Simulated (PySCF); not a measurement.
Electron correlation in Kr(2+) (krypton, charge +2)

Starting occupation: [Ar] 3d10 4s2 4p4, 4p1/2 with m_j = -1/2, +1/2, 4p3/2 with m_j = +1/2, +3/2. Calculation: PySCF 2.14, in x2c-TZVPPall-2c (6s7p4d1f, 54 functions); X2C-1e with screened-nucleus spin-orbit coupling, Gaussian nucleus. Frozen: [Ne]; 24 electrons correlated.

MP2 pair energies summed by pair of shells (mhartree):

```json
{"pair": "3d-3d", "energy": "-83.95", "share (%)": "23.2"}
{"pair": "3d-3p", "energy": "-68.43", "share (%)": "18.9"}
{"pair": "4p-4s", "energy": "-52.34", "share (%)": "14.4"}
{"pair": "4p-4p", "energy": "-52.17", "share (%)": "14.4"}
{"pair": "3p-3p", "energy": "-22.77", "share (%)": "6.3"}
{"pair": "3d-4p", "energy": "-22.29", "share (%)": "6.2"}
{"pair": "3d-3s", "energy": "-17.08", "share (%)": "4.7"}
{"pair": "3d-4s", "energy": "-12.39", "share (%)": "3.4"}
{"pair": "3p-3s", "energy": "-9.71", "share (%)": "2.7"}
{"pair": "4s-4s", "energy": "-8.24", "share (%)": "2.3"}
{"pair": "3p-4p", "energy": "-6.08", "share (%)": "1.7"}
{"pair": "3p-4s", "energy": "-3.67", "share (%)": "1.0"}
{"pair": "3s-4p", "energy": "-1.35", "share (%)": "0.4"}
{"pair": "3s-3s", "energy": "-1.19", "share (%)": "0.3"}
{"pair": "3s-4s", "energy": "-0.62", "share (%)": "0.2"}
```

Total MP2 correlation energy: -362.28 mhartree.

The GHF reference relaxed away from the jj start to a determinant that is no pure jj level (⟨S²⟩ = 1.94, ⟨J²⟩ = 6.02); the energies belong to that determinant.

This basis was not built for core-valence correlation, so the inner-shell part is incomplete.
